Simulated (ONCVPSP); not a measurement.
## Before and after: ONCV potential for Cr (Z = 24)

Cr (Z = 24), optimised norm-conserving Vanderbilt (ONCV), made with ONCVPSP 4.0.1 (PBEsol, scalar-relativistic). Core [Ne] 3s2, reference 3p6 3d5 4s1. Waves: 4s: rc 2.30 bohr, ncon 3, nbas 7, qcut 2.4 1/bohr, 2 projectors, debl 0.6 Ha; 3p: rc 1.30 bohr, ncon 4, nbas 8, qcut 10.9 1/bohr, 2 projectors, debl 3.6 Ha; 3d: rc 1.50 bohr, ncon 4, nbas 9, qcut 9 1/bohr, 2 projectors, debl 0.6 Ha. Local part: polynomial inside 1.10 bohr (lpopt 5, dvloc0 4 Ha). Core correction: Teter function, parameters optimised by the program.

All-electron outer shells of the reference configuration (PBEsol, scalar-relativistic, ld1.x):

```
shell  level (eV)  outermost node (bohr)  outermost maximum (bohr)
   3s      -73.77                   0.36                      0.78
   3p      -45.34                   0.33                      0.80
   4s       -4.02                   1.12                      2.74
   3d       -2.93                      –                      0.84
```

Change: s: debl 1.8.

Cutoffs: the cutoffs (Ha) at which the residual kinetic energy of the hardest occupied pseudo-wave falls to 1 and 0.1 mHa per electron; they do not see the model core or the augmentation charge, which bear on the density cutoff. Errors are all-electron minus pseudo energies relative to the spin-unpolarised reference configuration.

Question: Predict the effect on cutoff, ghosts and configuration errors.

Answer: The potential gets neither clearly harder nor softer (35 Ha and 40 Ha → 35 Ha and 40 Ha); the bound ghost in s disappears; the lowest positive-energy flag moves from none to s at 13.2 eV; the errors of the 3 common tests hardly move; the range in which the s phases agree narrows (upper end 2.7 → 0.5).

| quantity | base | changed |
| --- | --- | --- |
| cutoff, loose | 35 Ha | 35 Ha |
| cutoff, tight | 40 Ha | 40 Ha |
| bound ghosts | s | none |
| GHOST(+) flags under 300 eV | none | s at 13.2 eV |
| tests with a reliable result | 3 of 4 | 3 of 4 |
| error for 3p6 3d5 4s0, meV [ΔE 6.87 eV] | -11 | -12 |
| error for 3p6 3d4 4s0, meV [ΔE 22.89 eV] | -6.4 | -6.6 |
| error for 3p6 3d5 4s0.5, meV [ΔE 2.71 eV] | -2.2 | -1.9 |
| s: phases at 2.34 bohr within 0.05 rad from the reference energy up to (Ha; the scan ends near 5) | 2.7 | 0.5 |
| p: phases at 1.32 bohr within 0.05 rad from the reference energy up to (Ha; the scan ends near 5) | to the end of the scan | to the end of the scan |
| d: phases at 1.52 bohr within 0.05 rad from the reference energy up to (Ha; the scan ends near 5) | to the end of the scan | to the end of the scan |
| rms error of d²Exc/dni dnj with the model core, mHa | 0.25 | 0.25 |

 A true bound ghost makes a file unfit for plane-wave use even where its test errors are small: the radial tests pick states by their node count and pass the ghost by.
